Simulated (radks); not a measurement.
Values are calculated unless marked as measured or tabulated.
Problem. The mercury ion Hg7+, [Xe] 4f14 5d5. Level of theory: non-relativistic Kohn-Sham, PBE, spin-polarised, spherical densities, point nucleus (a radial shooting solver on a logarithmic mesh with Libxc functionals). Every spin shell is full or empty, so the densities are truly spherical. Functionals are evaluated on that one density, not self-consistently. Rank these orbital-free kinetic functionals by their error against the exact value of the orbitals, and give that value: Thomas-Fermi, von Weizsacker, TF + vW, TF + vW/9, TF + vW/5, LC94, APBEK, revAPBEK, Thakkar, LKT, PG1, DePristo-Kress, Ernzerhof.

Solution. Exact: 18395.5 hartree. From best to worst, with 100 (|E| - |E exact|)/|E exact| (equal figures are ties): LC94 +0.01, APBEK +0.04, revAPBEK +0.18, DePristo-Kress -0.20, Ernzerhof -0.48, TF + vW/9 -0.69, Thakkar -0.78, TF + vW/5 +2.46, Thomas-Fermi -4.63, PG1 +12.42, LKT +15.94, TF + vW +30.82, von Weizsacker -64.55.
